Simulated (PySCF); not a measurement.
**Electronic absorption of C5H3F3O**

C5H3F3O.
Geometry (GFN2-xTB, Å), atoms numbered from 1 in this order:
```
atom  x, y, z in Å
C1    -2.5725   -0.3056   -0.2159
C2    -1.1826    0.0017   -0.3748
C3    -0.0123    0.2636   -0.5141
C4     1.3667    0.5601   -0.6411
O5     1.9324    1.0683   -1.5681
C6     2.1439    0.1288    0.6468
F7     1.6685    0.7634    1.7311
F8     3.4463    0.3873    0.5691
F9     2.0045   -1.1871    0.8777
H10   -3.1383    0.6213   -0.1236
H11   -2.9308   -0.8482   -1.0901
H12   -2.7246   -0.9101    0.6770
```

Computed, not measured: PySCF 2.14.0, density-fitted response routines, TDDFT CAM-B3LYP/def2-SVPD, vertical, gas phase, core orbitals frozen in the response.

List the vertical singlet excitations with oscillator strengths and describe the spectrum.

```tsv
state	E (eV)	E (kJ/mol)	λ (nm)	f	|μ| (D)	main configurations (H = HOMO, L = LUMO)
S1	4.07	392	304.9	0.0003	0.14	H-2→L (64%), H→L (32%)
S2	4.60	444	269.5	0.0001	0.06	H→L (65%), H-2→L (32%)
S3	5.54	535	223.7	0.168	2.83	H-1→L (83%), H→L+2 (11%)
S4	6.87	662	180.6	0.0002	0.08	H-1→L+2 (81%)
S5	7.90	763	156.9	0.041	1.17	H→L+1 (83%)
S6	7.99	771	155.2	0.0055	0.43	H-2→L+2 (64%), H-2→L+1 (21%), H→L+2 (9%)
S7	8.07	779	153.6	0.0078	0.50	H-1→L+1 (86%)
S8	8.23	794	150.6	0.592	4.36	H→L+2 (50%), H-1→L+5 (17%), H-1→L (12%)
```

Triplets, Tamm–Dancoff:

```csv
state,E (eV),λ (nm),"main configurations (H = HOMO, L = LUMO)"
T1,3.48,356.0,"H-2→L (68%), H→L (27%)"
T2,3.85,321.6,H-1→L (93%)
T3,4.33,286.5,"H→L (67%), H-2→L (27%)"
```

The lowest singlet comes at 305 nm (392 kJ/mol) in the ultraviolet; it is dark (f under 0.0005); its leading configuration is HOMO-2→LUMO (64%). The strongest level in the table is S8 at 8.23 eV (151 nm, f = 0.592). It is the last of those listed, so stronger ones may follow. Löwdin shares by element: HOMO carbon 72% or more, oxygen 17%; LUMO carbon 56% or more, oxygen 29% (atoms not listed hold the other 15%). The listed states span 4.16 eV, and the widest gap between neighbours is 1.32 eV (S3 to S4). Weighted by f, the mean energy of these states is 7.65 eV. Of the 8 states listed, 3 reach f = 0.01 and 3 stay under 0.0005. Singlets were solved by full linear response, triplets in the Tamm–Dancoff approximation.
